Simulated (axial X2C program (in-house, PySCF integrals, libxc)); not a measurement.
Ionising Be₂

Computed with an in-house all-electron X2C program for linear molecules (integrals from PySCF), spin-free (one-electron X2C) or two-component (2c: spin–orbit coupling with atomic mean-field Coulomb and Gaunt terms, which also bring small scalar terms), in Dyall basis sets with cores contracted in-house; open shells are unrestricted.

Basis sets: Be dyall-cv3z.

```
Hamiltonian  level       Be₂ state  Re (Å)  ωe (cm⁻¹)  De (eV)
  spin-free   PBE0  M_S = 0, Λ = 0   2.506      295.6     0.28
         2c   PBE0           Ω = 0   2.506      295.6     0.28
```

Adiabatic ionisation energy (minimum to minimum, no zero-point term) and constants of Be₂⁺:

```json
{"Hamiltonian": "spin-free", "level": "PBE0", "Be₂⁺ state": "M_S = 1/2, Λ = 0", "IE (eV)": "6.91", "Re (Å)": "2.216", "ωe (cm⁻¹)": "532.6", "De (eV)": "2.35", "fragments": "Be + Be+"}
{"Hamiltonian": "2c", "level": "PBE0", "Be₂⁺ state": "Ω = 1/2", "IE (eV)": "6.91", "Re (Å)": "2.216", "ωe (cm⁻¹)": "532.5", "De (eV)": "2.35", "fragments": "Be + Be+"}
```

Problem. Add the zero-point terms to the ionisation energy at PBE0, 2c, and say whether the electron removed was bonding.

Solution. IE0 = IE + (ωe⁺ − ωe)/2 = 6.91 + (0.015) = 6.92 eV. Re changes by -0.290 Å, so the bond shortens, as on loss of an antibonding or a polarising non-bonding electron.

Problem. Close the cycle De(Be₂⁺) + IE(Be₂) = De(Be₂) + IE(Be) to find the atomic ionisation energy at PBE0, 2c.

Solution. IE(Be) = 2.35 + 6.91 − 0.28 = 8.98 eV, for the determinants used.

Each entry is the lowest single determinant of a limited PBE0 search at one distance. De goes to single-determinant-based atoms at the same level (for ions the charge split of lowest energy) and is withheld (n/a) where an atom does not fit its ground term or J level. Main or longest-lived isotopes.
